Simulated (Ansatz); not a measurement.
Basis-set series for C2H7NOSn (`C[N](C)[Sn][OH]`). Total charge 0; spin multiplicity 1. Sn: def2 effective core potential. The structure was optimised at the PBE0-D4/def2-TZVP level. It is one conformer, not always the lowest.

Z-matrix (Å, degrees):
```
C
N 1 1.436
H 1 1.092 2 111.4
H 1 1.100 2 111.4 3 119.5
H 1 1.100 2 111.9 3 -120.6
C 2 1.440 1 112.4 3 -176.4
Sn 2 2.038 1 128.4 3 4.0
H 6 1.095 2 110.8 1 179.5
H 6 1.100 2 111.9 1 -60.5
H 6 1.100 2 111.8 1 59.6
O 7 1.984 2 99.1 1 2.6
H 11 0.960 7 118.2 2 4.8
```

```tsv
functional	basis	functions	energy (Eh)	HOMO (eV)	LUMO (eV)
PBE0-D4	def2-TZVPP	272	-424.59088	-6.34	-1.56
PBE0-D4	def2-QZVPP	520	-424.60559	-6.36	-1.61
ωB97M-V	def2-TZVPP	272	-424.68195	-8.56	0.08
ωB97M-V	def2-QZVPP	520	-424.69648	-8.59	-0.02
```

Q: Give the rows for def2-SVP. (Estimate.)

A: Computed: 
```csv
functional,basis,functions,energy (Eh),HOMO (eV),LUMO (eV)
PBE0-D4,def2-SVP,117,-424.33139,-6.24,-1.39
ωB97M-V,def2-SVP,117,-424.41153,-8.45,0.36
```

Positive LUMOs are unbound and depend on the basis.
